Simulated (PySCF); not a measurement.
## V: excitation energy

V [Ar] 3d3 4s2 (4F) → V [Ar] 3d3 4s1 5s1 (6F), as a difference of total energies. Calculation: PySCF 2.14, in aug-cc-pVTZ-DK (8s7p5d3f2g, 93 functions); scalar relativity by spin-free X2C-1e. Correlated levels: valence: [Ar] frozen. The calculations carry no spin-orbit coupling.

| method | excitation energy (eV) |
| --- | --- |
| UHF | 3.462 |
| LDA | 4.589 |
| PBE | 4.314 |
| PBE0 | 4.227 |
| r2SCAN | 4.141 |
| M06-L | 4.859 |
| r2SCANh | 4.153 |
| B2PLYP | 4.582 |
| M06 | 4.901 |
| MP2 (valence) | 4.285 |
| SCS-MP2 (valence) | 4.534 |

How much does correlation contribute at MP2 (valence)?

4.285 − (3.462) = 0.823 eV, measured against UHF.

The promoted electron is Rydberg-like, and one or two diffuse shells describe it only roughly, which tends to raise the upper state.
